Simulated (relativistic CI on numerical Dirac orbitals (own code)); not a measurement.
Level scheme of Pr²⁷⁺

Method of calculation: Dirac-Coulomb-Breit CI, KLI orbitals optimised for each configuration, model QED (radiative potential, 1s self-energy scaled to tabulated hydrogen-like ionisation energies), unscaled Slater integrals (own radial code, finite nucleus).

Configuration list (outside the closed core [Ar] 3d10): 4s²4p², 4s4p³, 4s²4p4d, 4p⁴, 4s4p²4d, 4s²4p4f, 4s4p²4f, 4p³4d, 4s4p4d², 4s²4d4f, 4p³4f, 4s²4d², 4s4d³, 4s4d²4f, 4p²4d², 4p4d³, 4p4d²4f, 4s²4f², 4s4d4f², 4s4f³, 4p²4f², 4p4d4f², 4p4f³, 4s4p4d4f. Double excitations out of closed p, d and f shells are left out; levels of such configurations are missing from the list, as are those of other unlisted configurations, and high levels can miss mixing partners.

The lowest level is 4s²4p² ³P0, with 74 % of that term; Hund's rules for 4s²4p² give ³P with J = 0, in agreement.

```csv
No.,Configuration,Term,J,E (eV),%,Landé g,jj configuration (%)
1,4s²4p²,³P,0,0.000,74,,4p1/2^2 (98)
2,4s²4p²,³P,1,24.382,99,1.499,4p1/2 4p3/2 (99)
3,4s²4p²,¹D,2,27.425,57,1.206,4p1/2 4p3/2 (98)
4,4s²4p²,³P,2,54.092,57,1.290,4p3/2^2 (97)
5,4s²4p²,¹S,0,61.020,74,,4p3/2^2 (97)
6,4s4p³(4S°),⁵S°,2,84.242,51,1.704,4s 4p3/2 (87)
7,4s4p³(2D°),³D°,1,95.208,49,0.925,4s 4p3/2 (83)
8,4s4p³(2D°),³D°,2,107.104,51,1.473,4s 4p1/2 4p3/2^2 (87)
9,4s4p³(2D°),³D°,3,112.853,92,1.329,4s 4p1/2 4p3/2^2 (92)
10,4s4p³(2P°),³P°,0,119.295,95,,4s 4p1/2 4p3/2^2 (95)
11,4s4p³(2D°),¹D°,2,120.762,37,1.034,4s 4p1/2 4p3/2^2 (53)
12,4s4p³(2P°),³P°,1,122.155,51,1.272,4s 4p1/2 4p3/2^2 (85)
13,4s4p³(4S°),³S°,1,128.469,42,1.466,4s 4p1/2 4p3/2^2 (83)
14,4s²4p4d,³F°,2,130.612,65,0.841,4p1/2 4d3/2 (60)
15,4s²4p4d,³F°,3,139.173,76,1.105,4p1/2 4d5/2 (84)
16,4s²4p4d,³D°,1,141.521,45,0.844,4p1/2 4d3/2 (88)
17,4s²4p4d,³D°,2,141.551,26,1.285,4p1/2 4d5/2 (74)
18,4s4p³(2D°),¹D°,2,144.592,31,1.323,4s 4p3/2^3 (58)
19,4s4p³(2P°),¹P°,1,155.891,38,1.264,4s 4p3/2^3 (64)
20,4s²4p4d,³F°,4,160.583,98,1.248,4p3/2 4d5/2 (98)
21,4s²4p4d,³D°,2,162.698,41,1.030,4p3/2 4d3/2 (78)
22,4s²4p4d,³P°,0,164.109,94,,4p3/2 4d3/2 (94)
23,4s²4p4d,³D°,3,165.026,52,1.203,4p3/2 4d3/2 (67)
24,4s²4p4d,³P°,1,166.922,60,1.252,4p3/2 4d3/2 (66)
25,4s²4p4d,³P°,2,170.368,41,1.295,4p3/2 4d5/2 (71)
26,4s²4p4d,¹F°,3,176.332,66,1.104,4p3/2 4d5/2 (76)
27,4s²4p4d,¹P°,1,179.421,70,0.961,4p3/2 4d5/2 (80)
28,4p⁴,³P,2,182.565,47,1.328,4p3/2^2 (67)
29,4s4p²(3P)<4P>4d,⁵F,1,186.279,62,0.314,4s 4p1/2^2 4d3/2 (86)
30,4s4p²(3P)<4P>4d,⁵F,2,189.484,43,1.178,4s 4p1/2^2 4d3/2 (50)
```

Energies count from the lowest computed level; ° marks odd parity. Percentages are summed over parent terms; the parents shown are those of the largest component, closed shells are left out there, and <> holds an intermediate term. Filled j subshells are mostly left out of the jj labels.

The mean weight of the leading LS term, summed over parents, in these 30 levels is 60 %, and that of the leading jj configuration (from the same eigenvectors) 81 %, so jj coupling describes them better and the LS labels are nominal.

At this charge energies of transitions that change n are usually good to better than 1 %, and those within a shell (Δn = 0) to a few per cent.

LS names give the leading component of a level, which can be under half, so a name can repeat, a term be missing and a line seem to break the LS rules.
